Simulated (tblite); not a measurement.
C3H13Ge2NO2.
SMILES with atom numbers: `[CH3:1][O:2][CH2:3][Ge@H:4]([NH:5][GeH3:6])[O:7][CH3:8]` (hydrogens: H9, H10, H11 on C1; H12, H13 on C3; H14 on Ge4; H15 on N5; H16, H17, H18 on Ge6; H19, H20, H21 on C8)

Computed with GFN2-xTB (tblite), gas phase: L-BFGS steps from a force-field or distance-geometry start until the largest atomic force falls under 0.01 eV/Å.

Step 104: E = -760.8427 eV
```
atom  x, y, z in Å  |  force x, y, z in eV/Å
C1      3.0656   -0.6961    0.4336   -0.012  -0.012  -0.017
O2      2.7641    0.1373   -0.6551   -0.005  -0.001   0.022
C3      1.4350    0.0324   -1.0838    0.013   0.032   0.003
Ge4     0.1020    0.8360    0.1676    0.007   0.048   0.017
N5     -0.8066   -0.4317    1.1448    0.020  -0.015   0.016
Ge6    -1.5321   -1.9377    0.4486   -0.022  -0.002   0.005
O7     -0.9962    1.6604   -0.9639   -0.005  -0.027  -0.011
C8     -2.2882    2.1269   -0.6484    0.035   0.002   0.017
H9      2.4055   -0.4939    1.2883    0.010   0.028  -0.035
H10     4.0990   -0.4884    0.7064   -0.028  -0.010   0.012
H11     2.9637   -1.7524    0.1560   -0.011  -0.021   0.008
H12     1.1605   -1.0158   -1.2786    0.035   0.024  -0.014
H13     1.3694    0.5911   -2.0178   -0.001  -0.022  -0.030
H14     0.5706    1.8429    1.2187    0.005   0.019  -0.003
H15    -1.2760   -0.0754    1.9635   -0.003   0.012  -0.004
H16    -0.4121   -2.8302    0.0131    0.001   0.001  -0.015
H17    -2.3013   -2.5747    1.5632   -0.022  -0.008   0.008
H18    -2.4341   -1.6715   -0.7225   -0.005  -0.031  -0.011
H19    -2.9377    1.3013   -0.3396   -0.016   0.008   0.021
H20    -2.2556    2.8697    0.1531   -0.048   0.000  -0.022
H21    -2.7041    2.5868   -1.5479    0.053  -0.028   0.033
```

Step 105: E = -760.8433 eV
```
atom  x, y, z in Å  |  force x, y, z in eV/Å
C1      3.0595   -0.7015    0.4353   -0.016  -0.017  -0.012
O2      2.7680    0.1361   -0.6527   -0.001  -0.007   0.014
C3      1.4407    0.0389   -1.0877   -0.004   0.024   0.002
Ge4     0.1057    0.8404    0.1635    0.003   0.031   0.003
N5     -0.8010   -0.4269    1.1442    0.024  -0.018   0.010
Ge6    -1.5300   -1.9338    0.4516   -0.039   0.029  -0.001
O7     -0.9956    1.6627   -0.9675    0.002  -0.031  -0.002
C8     -2.2908    2.1173   -0.6478    0.033  -0.027   0.020
H9      2.3977   -0.4939    1.2874    0.012   0.021  -0.030
H10     4.0934   -0.5014    0.7117   -0.027  -0.017   0.012
H11     2.9491   -1.7574    0.1566   -0.004   0.001   0.010
H12     1.1621   -1.0073   -1.2894    0.041   0.034  -0.013
H13     1.3814    0.6031   -2.0188   -0.002  -0.022  -0.031
H14     0.5744    1.8472    1.2126    0.008   0.032   0.008
H15    -1.2692   -0.0678    1.9624   -0.004   0.008  -0.004
H16    -0.4133   -2.8295    0.0164    0.008  -0.003  -0.019
H17    -2.3010   -2.5658    1.5679   -0.021  -0.009   0.005
H18    -2.4322   -1.6620   -0.7197    0.004  -0.043   0.001
H19    -2.9349    1.2839   -0.3482   -0.018   0.008   0.006
H20    -2.2650    2.8485    0.1629   -0.039   0.033   0.003
H21    -2.7077    2.5861   -1.5413    0.039  -0.026   0.016
```

Task: Estimate the geometry and energy of step 106. (The exact step hangs on the optimiser's Hessian estimate; all steps are aligned on step 105, rigid shifts and turns removed.)

Result: E = -760.8441 eV, largest force 0.065 eV/Å
```
atom  x, y, z in Å  |  force x, y, z in eV/Å
C1      3.0511   -0.7100    0.4378   -0.011  -0.011   0.001
O2      2.7732    0.1325   -0.6491   -0.006  -0.001  -0.014
C3      1.4480    0.0477   -1.0927   -0.012   0.013  -0.008
Ge4     0.1110    0.8476    0.1579    0.002   0.001  -0.005
N5     -0.7919   -0.4201    1.1439    0.022  -0.010   0.011
Ge6    -1.5275   -1.9267    0.4550   -0.038   0.048  -0.004
O7     -0.9964    1.6645   -0.9716    0.012  -0.031   0.016
C8     -2.2949    2.1036   -0.6463    0.002  -0.033   0.031
H9      2.3874   -0.4952    1.2862    0.006   0.012  -0.014
H10     4.0853   -0.5190    0.7198   -0.023  -0.025   0.013
H11     2.9314   -1.7648    0.1584   -0.003   0.005   0.006
H12     1.1633   -0.9956   -1.3039    0.045   0.046  -0.009
H13     1.3980    0.6184   -2.0208   -0.002  -0.027  -0.019
H14     0.5817    1.8561    1.2027    0.008   0.043   0.019
H15    -1.2590   -0.0573    1.9614    0.001   0.000  -0.014
H16    -0.4142   -2.8269    0.0196    0.006  -0.002  -0.017
H17    -2.3005   -2.5535    1.5735   -0.016  -0.005  -0.002
H18    -2.4288   -1.6499   -0.7168    0.008  -0.052   0.010
H19    -2.9339    1.2600   -0.3613   -0.005   0.021  -0.014
H20    -2.2798    2.8199    0.1782   -0.022   0.036  -0.004
H21    -2.7122    2.5856   -1.5324    0.026  -0.030   0.017
```

The energy changes by -0.0008 eV. The first-order estimate −F·Δx gives -0.0010 eV and the mean of the old and new forces, exact on a quadratic surface, -0.0008 eV. The step makes an angle of 85° with the force vector and moves no atom by more than 0.036 Å.

What follows is the cost of the whole relaxation. The run took 2.6 s on one thread of an Arm Neoverse N1, shared host with 64 logical CPUs at a one-minute load of 61.
